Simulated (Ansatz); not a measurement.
(MoO3)3 (Mo3O9). Total charge 0; triplet. Geometry PBE-D4/def2-SVP, that of the neutral singlet; atoms count from 1.

Cartesian coordinates in Å:
```
O 0.081 -2.892 1.647
Mo 0.874 -1.658 0.805
O 2.518 -2.054 0.758
O 0.587 0.037 1.615
Mo -0.185 1.698 1.114
O -1.501 2.094 2.101
O 0.931 2.964 1.229
O -0.725 1.401 -0.683
Mo -0.685 -0.039 -1.921
O 0.190 0.361 -3.312
O -2.242 -0.481 -2.412
O 0.159 -1.430 -0.940
```

In the def2 sets Mo takes a core potential; there is no spin–orbit coupling. At PBE0-D4/def2-TZVP a singlet of charge 0 lies 3.45 eV below the triplet at the same geometry.

(1) Estimate the Mulliken populations from the PBE0/def2-TZVP orbitals of Ansatz.

(2) Where does the spin sit?

(3) And the Mayer bond orders between heavy atoms (over 0.3)?

Answers

(1) 
| atom | charge (e) | spin (α − β) | d electrons |
| --- | --- | --- | --- |
| O1 | -0.40 | 0.65 | – |
| Mo2 | 1.75 | 0.57 | 3.74 |
| O3 | -0.40 | 0.65 | – |
| O4 | -0.84 | 0.00 | – |
| Mo5 | 1.86 | 0.04 | 3.60 |
| O6 | -0.54 | 0.01 | – |
| O7 | -0.54 | 0.01 | – |
| O8 | -0.85 | 0.00 | – |
| Mo9 | 1.86 | 0.04 | 3.60 |
| O10 | -0.54 | 0.01 | – |
| O11 | -0.54 | 0.01 | – |
| O12 | -0.84 | 0.00 | – |
Mulliken values depend strongly on the basis.

(2) Summed by element: O 1.35, Mo 0.65, of 2 unpaired in all. Largest on single atoms: O3 0.65, O1 0.65, Mo2 0.57.

(3) O1–Mo2 1.52 (1.69 Å); Mo2–O3 1.52 (1.69 Å); Mo2–O4 0.78 (1.90 Å); Mo2–O12 0.78 (1.90 Å); O4–Mo5 0.81 (1.90 Å); Mo5–O6 1.89 (1.69 Å); Mo5–O7 1.89 (1.69 Å); Mo5–O8 0.77 (1.90 Å); O8–Mo9 0.77 (1.90 Å); Mo9–O10 1.89 (1.69 Å); Mo9–O11 1.89 (1.69 Å); Mo9–O12 0.81 (1.90 Å).
